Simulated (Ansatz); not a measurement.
Saddle point of SnPH6Br, singlet (SnH₃Br ([Br][SnH3]) + PH₃ → SnPH₅ ([PH2][SnH3]) + HBr; bonds formed: Sn1–P7, Br2–H6; bonds broken: Sn1–Br2, H6–P7), PBE0-D4/def2-TZVP structure:

```
atom    x (Å)    y (Å)    z (Å)
 Sn1  -0.7651   0.0132  -1.0957
 Br2   2.5712   0.0514  -0.6351
  H3  -0.2951  -1.4371  -1.8196
  H4  -2.4633  -0.0009  -0.8192
  H5  -0.3199   1.4754  -1.8133
  H6   1.5114   0.5792   0.9774
  P7   0.1405   0.0688   1.2659
  H8  -0.7507   0.5079   2.2807
  H9   0.3711  -1.2580   1.6589
```

Energies are electronic, without zero-point energy. Barriers and step energies count from the start structure reached by relaxing down the imaginary mode; all methods use the PBE0-D4 structures, on which another method's saddle can fall below an end. Program: Ansatz 0.2.0. Basis: def2-TZVPP, with def2-QZVPP for the basis limit. Cores are frozen in the correlated methods. Filled d shells of the heavier atoms are correlated. Core potentials replace the inner electrons of the atoms past krypton. The def2 sets are not built for correlating such inner shells, so the correlated values are less sure here. B3LYP uses VWN-RPA correlation. Extrapolation: Hartree–Fock as exp(−7.88 √X), correlation as X^−2.97.

```json
{"method": "SPW92", "barrier (kcal/mol)": "19.96", "step energy (kcal/mol)": "10.47"}
{"method": "PBE-D4", "barrier (kcal/mol)": "24.98", "step energy (kcal/mol)": "12.64"}
{"method": "BLYP-D4", "barrier (kcal/mol)": "27.83", "step energy (kcal/mol)": "14.50"}
{"method": "r2SCAN-D4", "barrier (kcal/mol)": "27.45", "step energy (kcal/mol)": "15.05"}
{"method": "B97M-V", "barrier (kcal/mol)": "32.78", "step energy (kcal/mol)": "16.47"}
{"method": "PBE0-D4", "barrier (kcal/mol)": "?", "step energy (kcal/mol)": "14.25"}
{"method": "B3LYP-D4", "barrier (kcal/mol)": "?", "step energy (kcal/mol)": "15.75"}
{"method": "r2SCAN0-D4", "barrier (kcal/mol)": "29.55", "step energy (kcal/mol)": "15.82"}
{"method": "BHLYP-D4", "barrier (kcal/mol)": "33.27", "step energy (kcal/mol)": "18.33"}
{"method": "CAM-B3LYP-D4", "barrier (kcal/mol)": "32.45", "step energy (kcal/mol)": "16.33"}
{"method": "wB97X-V", "barrier (kcal/mol)": "33.31", "step energy (kcal/mol)": "17.10"}
{"method": "wB97M-V", "barrier (kcal/mol)": "33.91", "step energy (kcal/mol)": "17.15"}
{"method": "B2PLYP", "barrier (kcal/mol)": "32.32", "step energy (kcal/mol)": "15.46"}
{"method": "PBE-QIDH", "barrier (kcal/mol)": "30.92", "step energy (kcal/mol)": "15.22"}
{"method": "RPA on PBE", "barrier (kcal/mol)": "?", "step energy (kcal/mol)": "15.89"}
{"method": "HF", "barrier (kcal/mol)": "41.98", "step energy (kcal/mol)": "21.79"}
{"method": "MP2", "barrier (kcal/mol)": "32.68", "step energy (kcal/mol)": "15.14"}
{"method": "CCSD", "barrier (kcal/mol)": "36.21", "step energy (kcal/mol)": "16.22"}
{"method": "CCSD(T)", "barrier (kcal/mol)": "34.36", "step energy (kcal/mol)": "15.35"}
```

Problem. Fill in the withheld barriers. (To be estimated.)

Solution. Computed: B3LYP-D4 30.11; PBE0-D4 28.00; RPA on PBE 35.99 kcal/mol. Each is the energy of the saddle less that of the start structure, by the same method.

For comparison, the barrier by CCSD(T) at an estimated basis limit (MP2 extrapolated from triple and quadruple zeta, plus CCSD(T) − MP2 in triple zeta) is 32.63 kcal/mol.

T1 diagnostic: at most 0.013.

Labels in which every atom is bracketed show which atoms are joined, not bond orders.

For scale, one of the runs: CCSD(T)/def2-TZVPP, 224 basis functions, launched by `ansatz run in.yaml --threads 8 --pin off --events-out ev --progress --plain --max-ram 19148MiB`. Hardware: 8 CPU threads of an Intel Xeon 6975P-C, shared host. Wall time 40 s; peak host memory 4.2 GiB.
